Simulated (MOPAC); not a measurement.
A run for MOPAC: PM7 on B2H8N2 (a complex), monomers drawn apart or pushed together.

```
PM7 1SCF PRECISE CHARGE=0 THREADS=1
B2H8N2

B     -0.78388361 1     0.35517790 1    -0.29068245 1
N      0.43002975 1    -0.19947620 1     0.07791599 1
H     -1.08857184 1     0.40512841 1    -1.44202996 1
H     -1.50935764 1     0.78107427 1     0.56006377 1
H      0.73146079 1    -0.26955490 1     1.03818603 1
H      1.08551818 1    -0.57989317 1    -0.58494941 1
B      0.22529936 1    -0.69938641 1     3.74938237 1
N     -0.03695941 1     0.46333052 1     3.03569413 1
H     -0.48575239 1    -1.64380463 1     3.59553337 1
H      1.16491534 1    -0.72807465 1     4.48334074 1
H      0.50598353 1     1.30600818 1     3.13597714 1
H     -0.82687281 1     0.57307981 1     2.41808919 1
```

It printed:

```
*******************************************************************************
 **                                                                           **
 **                              MOPAC v23.2.5                                **
 **                                                                           **
 *******************************************************************************
 ** MOPAC's Digital Object Identifier: https://doi.org/10.5281/zenodo.6511958 **
 **                                                                           **
 ** Please cite the open-source release paper for use of this MOPAC version:  **
 ** J. E. Moussa and J. J. P. Stewart (2026)                                  **
 ** MOPAC: An open-source semiempirical molecular orbital program             **
 ** J. Open Source Softw., 11(119), 8025, https://doi.org/10.21105/joss.08025 **
 *******************************************************************************

                              PM7 CALCULATION RESULTS

 *******************************************************************************
 *  PM7        - The PM7 Hamiltonian to be used
 *
 *
 *
 *                 CHARGE ON SYSTEM = 0
 *
 *
 *
 *  PRECISE    - TIGHTER CRITERIA TO BE USED
 *  1SCF       - DO 1 SCF AND THEN STOP
 *  THREADS=1  - MULTI-THREADING NOT USED
 *  T=         - A TIME OF 172800.0 SECONDS REQUESTED
 *  DUMP=N     - RESTART FILE WRITTEN EVERY 7200.0 SECONDS REQUESTED
 *******************************************************************************
PM7 1SCF PRECISE CHARGE=0 THREADS=1
 B2H8N2

   ATOM   CHEMICAL          X               Y               Z
  NUMBER   SYMBOL      (ANGSTROMS)     (ANGSTROMS)     (ANGSTROMS)

     1       B         -0.78388361  *   0.35517790  *  -0.29068245  *
     2       N          0.43002975  *  -0.19947620  *   0.07791599  *
     3       H         -1.08857184  *   0.40512841  *  -1.44202996  *
     4       H         -1.50935764  *   0.78107427  *   0.56006377  *
     5       H          0.73146079  *  -0.26955490  *   1.03818603  *
     6       H          1.08551818  *  -0.57989317  *  -0.58494941  *
     7       B          0.22529936  *  -0.69938641  *   3.74938237  *
     8       N         -0.03695941  *   0.46333052  *   3.03569413  *
     9       H         -0.48575239  *  -1.64380463  *   3.59553337  *
    10       H          1.16491534  *  -0.72807465  *   4.48334074  *
    11       H          0.50598353  *   1.30600818  *   3.13597714  *
    12       H         -0.82687281  *   0.57307981  *   2.41808919  *



          CARTESIAN COORDINATES

    NO.       ATOM           X           Y           Z

     1         B         -0.7839      0.3552     -0.2907
     2         N          0.4300     -0.1995      0.0779
     3         H         -1.0886      0.4051     -1.4420
     4         H         -1.5094      0.7811      0.5601
     5         H          0.7315     -0.2696      1.0382
     6         H          1.0855     -0.5799     -0.5849
     7         B          0.2253     -0.6994      3.7494
     8         N         -0.0370      0.4633      3.0357
     9         H         -0.4858     -1.6438      3.5955
    10         H          1.1649     -0.7281      4.4833
    11         H          0.5060      1.3060      3.1360
    12         H         -0.8269      0.5731      2.4181

 General Reference for PM7:
 "Optimization of Parameters for Semiempirical Methods VI: More Modifications to the
 NDDO Approximations and Re-optimization of Parameters", J. J. P. Stewart, J. Mol. Mod., 1:32, 19 (2013)
 https://link.springer.com/article/10.1007/s00894-012-1667-x

           Empirical Formula: H8 N2 B2  =    12 atoms



      MOLECULAR POINT GROUP   :   C1


      RHF CALCULATION, NO. OF DOUBLY OCCUPIED LEVELS = 12


 -------------------------------------------------------------------------------
 PM7 1SCF PRECISE CHARGE=0 THREADS=1
 B2H8N2



     1SCF WAS SPECIFIED, SO BFGS WAS NOT USED
     SCF FIELD WAS ACHIEVED


                              PM7 CALCULATION
                                                       MOPAC v23.2.5 Linux




          FINAL HEAT OF FORMATION =        -36.51890 KCAL/MOL =    -152.79509 KJ/MOL


          COSMO AREA              =        123.87 SQUARE ANGSTROMS
          COSMO VOLUME            =        105.82 CUBIC ANGSTROMS

          IONIZATION POTENTIAL    =         11.189423 EV
          HOMO LUMO ENERGIES (EV) =        -11.189  0.104
          NO. OF FILLED LEVELS    =         12
          MOLECULAR WEIGHT        =         57.6966         POINT GROUP:  C1

          MOLECULAR DIMENSIONS (Angstroms)

            Atom       Atom       Distance
            H    10    H     3     6.43990
            H    12    H     6     3.22937
            H    11    H     9     3.06473


          SCF CALCULATIONS        =          1





   ATOM   CHEMICAL          X               Y               Z
  NUMBER   SYMBOL      (ANGSTROMS)     (ANGSTROMS)     (ANGSTROMS)

     1       B         -0.78388361  *   0.35517790  *  -0.29068245  *
     2       N          0.43002975  *  -0.19947620  *   0.07791599  *
     3       H         -1.08857184  *   0.40512841  *  -1.44202996  *
     4       H         -1.50935764  *   0.78107427  *   0.56006377  *
     5       H          0.73146079  *  -0.26955490  *   1.03818603  *
     6       H          1.08551818  *  -0.57989317  *  -0.58494941  *
     7       B          0.22529936  *  -0.69938641  *   3.74938237  *
     8       N         -0.03695941  *   0.46333052  *   3.03569413  *
     9       H         -0.48575239  *  -1.64380463  *   3.59553337  *
    10       H          1.16491534  *  -0.72807465  *   4.48334074  *
    11       H          0.50598353  *   1.30600818  *   3.13597714  *
    12       H         -0.82687281  *   0.57307981  *   2.41808919  *

                             CARTESIAN COORDINATES

   1    B       -0.783883610     0.355177900    -0.290682450
   2    N        0.430029750    -0.199476200     0.077915990
   3    H       -1.088571840     0.405128410    -1.442029960
   4    H       -1.509357640     0.781074270     0.560063770
   5    H        0.731460790    -0.269554900     1.038186030
   6    H        1.085518180    -0.579893170    -0.584949410
   7    B        0.225299360    -0.699386410     3.749382370
   8    N       -0.036959410     0.463330520     3.035694130
   9    H       -0.485752390    -1.643804630     3.595533370
  10    H        1.164915340    -0.728074650     4.483340740
  11    H        0.505983530     1.306008180     3.135977140
  12    H       -0.826872810     0.573079810     2.418089190


           Empirical Formula: H8 N2 B2  =    12 atoms



      MOLECULAR POINT GROUP   :   C1


                  EIGENVALUES
 -36.22674 -35.30628 -18.27650 -17.54596 -17.18693 -16.84542 -13.41737 -13.18406
 -11.51309 -11.29997 -11.24442 -11.18942   0.10370   0.11994   2.52054   2.89884
   3.87665   4.01233   5.06700   5.10576   6.43652   6.50602   7.21136   7.23481


              NET ATOMIC CHARGES AND DIPOLE CONTRIBUTIONS

  ATOM NO.   TYPE          CHARGE      No. of ELECS.   s-Pop       p-Pop
    1          B          -0.086149        3.0861     0.71857     2.36758
    2          N          -0.538266        5.5383     1.52544     4.01283
    3          H           0.051621        0.9484     0.94838
    4          H           0.026350        0.9736     0.97365
    5          H           0.274758        0.7252     0.72524
    6          H           0.270050        0.7299     0.72995
    7          B          -0.077743        3.0777     0.72747     2.35028
    8          N          -0.559201        5.5592     1.52867     4.03053
    9          H           0.046639        0.9534     0.95336
   10          H           0.045204        0.9548     0.95480
   11          H           0.267805        0.7322     0.73220
   12          H           0.278932        0.7211     0.72107
 DIPOLE           X         Y         Z       TOTAL
 POINT-CHG.     0.827     0.398    -0.258     0.954
 HYBRID         0.633     0.490    -0.174     0.819
 SUM            1.461     0.888    -0.432     1.763


          ATOMIC ORBITAL ELECTRON POPULATIONS

     Atom    s        px        py        pz
    1  B   0.71857   0.72492   0.50811   1.13455
    2  N   1.52544   1.30403   1.50629   1.20250
    3  H   0.94838
    4  H   0.97365
    5  H   0.72524
    6  H   0.72995
    7  B   0.72747   0.89692   0.82344   0.62991
    8  N   1.52867   1.33141   1.26146   1.43765
    9  H   0.95336
   10  H   0.95480
   11  H   0.73220
   12  H   0.72107

 **********************
 *                    *
 * JOB ENDED NORMALLY *
 *                    *
 **********************




 == MOPAC DONE ==
```

The run finished.

Cost: roughly 0.04 core-seconds.
